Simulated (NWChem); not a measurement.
System: BiHOF₂; SMILES [OH][Bi]([F])[F]

The following NWChem deck was run.

```
start job
memory heap 200 mb stack 900 mb global 1100 mb
geometry units angstroms noautoz
  Bi    -0.037106     0.227987     0.000000
  F      1.147799    -0.524698    -1.497318
  F      1.147799    -0.524698     1.497318
  O     -1.473296    -1.292633     0.000000
  H     -1.034169    -2.168661     0.000000
end
basis spherical
  Bi library def2-svp
  F library def2-svp
  O library def2-svp
  H library def2-svp
end
ecp
  Bi library def2-ecp
end
dft
  xc m06-l
  iterations 150
  mulliken
end
task dft energy
```

Parts of the log:

```
             Northwest Computational Chemistry Package (NWChem) 7.3.0
             --------------------------------------------------------

 CS  symmetry detected

                             Geometry "geometry" -> ""
                             -------------------------

 Output coordinates in angstroms (scale by  1.889725989 to convert to a.u.)

  No.       Tag          Charge          X              Y              Z
 ---- ---------------- ---------- -------------- -------------- --------------
    1 Bi                  83.0000     0.26698442    -0.02198449     0.00000000
    2 F                    9.0000    -0.72870073     0.96753340    -1.49731800
    3 F                    9.0000    -0.72870073     0.96753340     1.49731800
    4 O                    8.0000    -0.89908220    -1.75842209     0.00000000
    5 H                    1.0000    -1.85043643    -1.52351210     0.00000000

 Effective nuclear repulsion energy (a.u.)     616.2623619791

      Symmetry information
      --------------------

 Group name             Cs
 Group number              2
 Group order               2
 No. of unique centers     4

                                 NWChem DFT Module
                                 -----------------

 Summary of "ao basis" -> "ao basis" (spherical)
 ------------------------------------------------------------------------------
       Tag                 Description            Shells   Functions and Types
 ---------------- ------------------------------  ------  ---------------------
 Bi                         def2-svp                10       26   4s4p2d
 F                          def2-svp                 6       14   3s2p1d
 O                          def2-svp                 6       14   3s2p1d
 H                          def2-svp                 3        5   2s1p

      Symmetry analysis of basis
      --------------------------

        a'         46
        a"         27

            General Information
            -------------------
          SCF calculation type: DFT
          Wavefunction type:  closed shell.
          No. of atoms     :     5
          No. of electrons :    50
           Alpha electrons :    25
            Beta electrons :    25
          Charge           :     0
          Spin multiplicity:     1
          Use of symmetry is: on ; symmetry adaption is: on
          Maximum number of iterations: 150
          AO basis - number of functions:    73
                     number of shells:    31
          Convergence on energy requested:  1.00D-06
          Convergence on density requested:  1.00D-05
          Convergence on gradient requested:  5.00D-04

              XC Information
              --------------
                        M06-L Method XC Functional
                         M06-L Exchange Functional  1.000
                       M06-L Correlation Potential  1.000

             Grid Information
             ----------------
          Grid used for XC integration:  medium
          Radial quadrature: Mura-Knowles
          Angular quadrature: Lebedev.
          Tag              B.-S. Rad. Rad. Pts. Rad. Cut. Ang. Pts.
          ---              ---------- --------- --------- ---------
          Bi                  1.60      123           9.0       590
          F                   0.50       49           9.0       434
          O                   0.60       49           8.0       434
          H                   0.35       45          10.0       434
          Grid pruning is: on
          Number of quadrature shells:   266
          Spatial weights used:  Erf1

      Superposition of Atomic Density Guess
      -------------------------------------

 Sum of atomic energies:        -519.19446824

      Non-variational initial energy
      ------------------------------

 Total energy =    -487.170823
 1-e energy   =   -1161.867693
 2-e energy   =     470.559932
 HOMO         =      -0.398836
 LUMO         =      -0.007789

      Symmetry analysis of molecular orbitals - initial
      -------------------------------------------------

  Numbering of irreducible representations:

     1 a'          2 a"

  Orbital symmetries:

     1 a'          2 a"          3 a'          4 a'          5 a'
     6 a"          7 a'          8 a'          9 a"         10 a'
    11 a'         12 a"         13 a'         14 a"         15 a'
    16 a'         17 a'         18 a"         19 a'         20 a'
    21 a"         22 a"         23 a'         24 a"         25 a'
    26 a"         27 a'         28 a'         29 a'         30 a'
    31 a'         32 a"         33 a'         34 a'         35 a'

     ---------------------------------------------
      Total Density - Mulliken Population Analysis
     ---------------------------------------------

    Atom       Charge   Shell Charges
 -----------   ------   -------------------------------------------------------
    1 Bi  23    20.87   2.92 -0.87  1.22  0.65  4.72  1.25  0.60  0.29  9.77  0.33
    2 F    9     9.76   1.99  1.15  0.82  3.55  2.24  0.00
    3 F    9     9.76   1.99  1.15  0.82  3.55  2.24  0.00
    4 O    8     8.95   1.99  1.11  0.70  3.06  2.08  0.00
    5 H    1     0.66   0.52  0.08  0.06

   convergence    iter        energy       DeltaE   RMS-Dens  Diis-err
 ---------------- ----- ----------------- --------- --------- ---------
 d= 0,ls=0.0,diis     1   -489.8986410050 -6.94D+02  4.12D-02  1.52D+00
 d= 0,ls=0.0,diis     2   -488.8341027266  1.06D+00  2.76D-02  1.14D+01
 d= 0,ls=0.0,diis     3   -490.0835039394 -1.25D+00  2.27D-03  1.56D-02
 d= 0,ls=0.0,diis     4   -490.0827631135  7.41D-04  1.59D-03  2.13D-02
 d= 0,ls=0.0,diis     5   -490.0816464055  1.12D-03  9.65D-04  5.82D-03
  Resetting Diis
 d= 0,ls=0.0,diis     6   -490.0825585043 -9.12D-04  1.02D-04  3.71D-04
 d= 0,ls=0.0,diis     7   -490.0825857866 -2.73D-05  8.39D-04  3.14D-04
 d= 0,ls=0.0,diis     8   -490.0826921572 -1.06D-04  2.30D-04  1.41D-04
 d= 0,ls=0.0,diis     9   -490.0826790926  1.31D-05  1.43D-04  2.86D-04
 d= 0,ls=0.0,diis    10   -490.0827089135 -2.98D-05  2.67D-05  2.66D-06
 d= 0,ls=0.0,diis    11   -490.0827090033 -8.98D-08  1.09D-05  1.87D-06
 d= 0,ls=0.0,diis    12   -490.0827091987 -1.95D-07  1.92D-06  1.87D-08

         Total DFT energy =     -490.082709198725
      One electron energy =    -1164.002371847101
           Coulomb energy =      517.056296410622
    Exchange-Corr. energy =      -47.273571521870
 Nuclear repulsion energy =      204.136937759623

 Numeric. integr. density =       50.000011147346

                  Occupations of the irreducible representations
                  ----------------------------------------------

                     irrep           alpha         beta
                     --------     --------     --------
                     a'               16.0         16.0
                     a"                9.0          9.0

                       DFT Final Molecular Orbital Analysis
                       ------------------------------------

 Vector   23  Occ=2.000000D+00  E=-3.140422D-01  Symmetry=a'
              MO Center= -6.3D-01,  5.1D-01,  6.4D-11, r^2= 3.5D+00
   Bfn.  Coefficient  Atom+Function         Bfn.  Coefficient  Atom+Function
  ----- ------------  ---------------      ----- ------------  ---------------
    31      0.342458  2 F  py                45      0.342458  3 F  py
    34     -0.253987  2 F  py                48     -0.253987  3 F  py
    30     -0.238596  2 F  px                44     -0.238596  3 F  px
     3     -0.198055  1 Bi s                 59     -0.198011  4 O  py
    33      0.178561  2 F  px                47      0.178561  3 F  px

 Vector   24  Occ=2.000000D+00  E=-2.847803D-01  Symmetry=a'
              MO Center= -5.3D-01, -6.4D-01, -1.6D-12, r^2= 3.5D+00
   Bfn.  Coefficient  Atom+Function         Bfn.  Coefficient  Atom+Function
  ----- ------------  ---------------      ----- ------------  ---------------
    59      0.446929  4 O  py                62      0.360111  4 O  py
    30     -0.255698  2 F  px                44     -0.255698  3 F  px
    11     -0.250536  1 Bi px                 4     -0.199915  1 Bi s
    33      0.193048  2 F  px                47      0.193048  3 F  px
     3     -0.190220  1 Bi s                  1      0.147384  1 Bi s

 Vector   25  Occ=2.000000D+00  E=-2.711291D-01  Symmetry=a"
              MO Center= -8.7D-01, -1.5D+00,  2.4D-17, r^2= 1.3D+00
   Bfn.  Coefficient  Atom+Function         Bfn.  Coefficient  Atom+Function
  ----- ------------  ---------------      ----- ------------  ---------------
    60      0.596314  4 O  pz                63      0.471884  4 O  pz
    31      0.117203  2 F  py                45     -0.117203  3 F  py
    34     -0.093128  2 F  py                48      0.093128  3 F  py
    16      0.089555  1 Bi pz                18      0.076513  1 Bi d -1
    13      0.056103  1 Bi pz                23     -0.044283  1 Bi d -1

 Vector   26  Occ=0.000000D+00  E=-6.498218D-02  Symmetry=a"
              MO Center=  3.5D-01, -1.0D-01, -1.1D-15, r^2= 3.2D+00
   Bfn.  Coefficient  Atom+Function         Bfn.  Coefficient  Atom+Function
  ----- ------------  ---------------      ----- ------------  ---------------
    13      0.591457  1 Bi pz                16      0.582457  1 Bi pz
     7     -0.269790  1 Bi pz                60     -0.174079  4 O  pz
    25     -0.168371  1 Bi d  1              63     -0.156997  4 O  pz
    30     -0.148495  2 F  px                44      0.148495  3 F  px
    29      0.144816  2 F  s                 43     -0.144816  3 F  s

 Vector   27  Occ=0.000000D+00  E=-5.904569D-02  Symmetry=a'
              MO Center=  3.4D-01,  5.5D-02, -1.3D-14, r^2= 3.3D+00
   Bfn.  Coefficient  Atom+Function         Bfn.  Coefficient  Atom+Function
  ----- ------------  ---------------      ----- ------------  ---------------
    15      0.579066  1 Bi py                12      0.562846  1 Bi py
     6     -0.256968  1 Bi py                57      0.231482  4 O  s
     3      0.204234  1 Bi s                 22      0.183173  1 Bi d -2
    32      0.177871  2 F  pz                46     -0.177871  3 F  pz
    14     -0.166158  1 Bi px                17     -0.154295  1 Bi d -2

 Vector   28  Occ=0.000000D+00  E=-4.191329D-02  Symmetry=a'
              MO Center=  1.1D-02, -1.5D-01, -1.0D-14, r^2= 3.6D+00
   Bfn.  Coefficient  Atom+Function         Bfn.  Coefficient  Atom+Function
  ----- ------------  ---------------      ----- ------------  ---------------
    14     -0.601262  1 Bi px                 3      0.586060  1 Bi s
    11     -0.488992  1 Bi px                59     -0.292851  4 O  py
    57     -0.285819  4 O  s                 62     -0.284655  4 O  py
     1     -0.272459  1 Bi s                  5      0.225722  1 Bi px
    15     -0.177238  1 Bi py                32      0.140110  2 F  pz

     ---------------------------------------------
      Total Density - Mulliken Population Analysis
     ---------------------------------------------

    Atom       Charge   Shell Charges
 -----------   ------   -------------------------------------------------------
    1 Bi  23    21.64   2.94 -0.87  1.40  0.43  4.73  1.27  1.12  0.42  9.77  0.44
    2 F    9     9.50   1.99  1.15  0.83  3.28  2.24  0.00
    3 F    9     9.50   1.99  1.15  0.83  3.28  2.24  0.00
    4 O    8     8.58   1.99  1.10  0.73  2.78  1.97  0.01
    5 H    1     0.78   0.66  0.05  0.06

     -------------------------------------------
      Total Density - Lowdin Population Analysis
     -------------------------------------------

    Atom       Charge   Shell Charges
 -----------   ------   -------------------------------------------------------
    1 Bi  23    21.89   1.48  0.48  1.10  0.75  4.07  1.65  1.27  0.70  9.38  1.02
    2 F    9     9.41   1.98  1.06  0.83  3.18  2.34  0.00
    3 F    9     9.41   1.98  1.06  0.83  3.18  2.34  0.00
    4 O    8     8.38   1.98  0.95  0.67  2.65  2.14  0.01
    5 H    1     0.92   0.56  0.18  0.18

     Multipole analysis of the density
     ---------------------------------

     L   x y z        total         alpha         beta         nuclear
     -   - - -        -----         -----         ----         -------
     0   0 0 0     -0.000000    -25.000000    -25.000000     50.000000

     1   1 0 0      1.304981     15.788312     15.788312    -30.271644
     1   0 1 0     -0.394304     -1.443492     -1.443492      2.492679
     1   0 0 1      0.000000      0.000000      0.000000      0.000000

     2   2 0 0    -28.783637    -52.045918    -52.045918     75.308199
     2   1 1 0      1.889434     -3.771106     -3.771106      9.431646
     2   1 0 1     -0.000000     -0.000000     -0.000000      0.000000
     2   0 2 0    -36.804030    -96.820386    -96.820386    156.836742
     2   0 1 1      0.000000      0.000000      0.000000      0.000000
     2   0 0 2    -36.450155    -90.280766    -90.280766    144.111377
```

Level: M06-L/def2-SVP with def2 effective core potentials on Bi. The geometry was optimised at PBE-D3(BJ)/def2-SVP. def2 effective core potentials on Bi; no spin-orbit coupling.
